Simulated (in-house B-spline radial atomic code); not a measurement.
A calculation on La V (La4+): its settings, and results tabulated from the run. Level of theory: scalar-relativistic (X2C) BP86, spin-polarised, spherical fractional occupations, Fermi nucleus of rms radius 4.855 fm; calculated with a radial B-spline atomic code at the basis-set limit.

Command:
```bash
python run_scf.py task.json out
```
Settings (nuclear radius in fm, mass in u):
```
Z                57
configuration    [Kr] 4d10 5s2 5p5
hamiltonian      x2c
method           b88,p86
spin_polarised   True
nucleus          fermi
rms_radius       4.855
atomic_mass      138.90636
speed_of_light   137.035999084
```

Output (hartree, bohr):
```
 radial grid: 69 intervals, B-splines of order 8, outer radius 30.8511 bohr

 iter        energy (Eh)    residual
    1       -8477.548054    6.77e-01
    2       -8484.714561    5.11e-01
    3       -8490.074930    9.24e-02
    4       -8490.293147    2.38e-02
    5       -8490.300198    1.00e-02
    6       -8490.302731    2.12e-03
    7       -8490.302790    6.41e-05
    8       -8490.302790    8.56e-06
    9       -8490.302790    1.74e-07

 total energy                     -8490.30279
 kinetic                            9088.6696
 electron-nucleus                 -20586.8867
 Hartree                            3213.5474
 exchange-correlation               -205.6331

 orbital      occ     eigenvalue          <r>       <r^2>       <1/r>       r_max
 1s up      1.000     -1422.5687    0.0244172 0.000819559     65.6311      0.0153
 1s down    1.000     -1422.5661    0.0244171 0.000819557     65.6311      0.0153
 2s up      1.000      -227.6552      0.10686   0.0135348     15.0163     0.09083
 2s down    1.000      -227.6539      0.10686   0.0135347     15.0163     0.09083
 2p up      3.000      -204.4194    0.0938842   0.0107746      13.642     0.07274
 2p down    3.000      -204.4173    0.0938844   0.0107747      13.642     0.07274
 3s up      1.000       -49.8136     0.284871   0.0928641     5.34042      0.2606
 3s down    1.000       -49.8114     0.284868   0.0928613     5.34041      0.2606
 3p up      3.000       -42.3686     0.282793    0.092803     4.93652      0.2548
 3p down    3.000       -42.3662      0.28279   0.0927998     4.93653      0.2548
 3d up      5.000       -31.5575     0.259966   0.0797287     4.64856      0.2101
 3d down    5.000       -31.5552      0.25996   0.0797245     4.64862      0.2101
 4s up      1.000       -11.1702     0.653957    0.482593     2.19262      0.6085
 4s down    1.000       -11.1655      0.65393    0.482506     2.19247      0.6086
 4p up      3.000        -8.7418     0.692323     0.54493     1.99508      0.6351
 4p down    3.000        -8.7370     0.692165    0.544591     1.99524      0.6352
 4d up      5.000        -5.2025     0.766295    0.680649     1.72833      0.6715
 4d down    5.000        -5.1962     0.765471    0.678915     1.72965      0.6716
 5s up      1.000        -2.7567      1.51515     2.56488    0.881565       1.394
 5s down    1.000        -2.7252      1.51413     2.56313    0.883265       1.392
 5p up      3.000        -2.1150      1.70354     3.25166    0.768917       1.551
 5p down    2.000        -2.0826      1.70601     3.26393    0.768505       1.549
```

Time taken, with all properties: 0.31 s on 1 thread of Arm Neoverse V1, with other jobs on the host.

One-electron X2C: radii and densities carry no picture-change correction, so inner-shell <1/r> comes out high (for 1s by about 2 % at Z = 33, 5 % at 54, 10 % at 75, 30 % at 118) and <r> low.
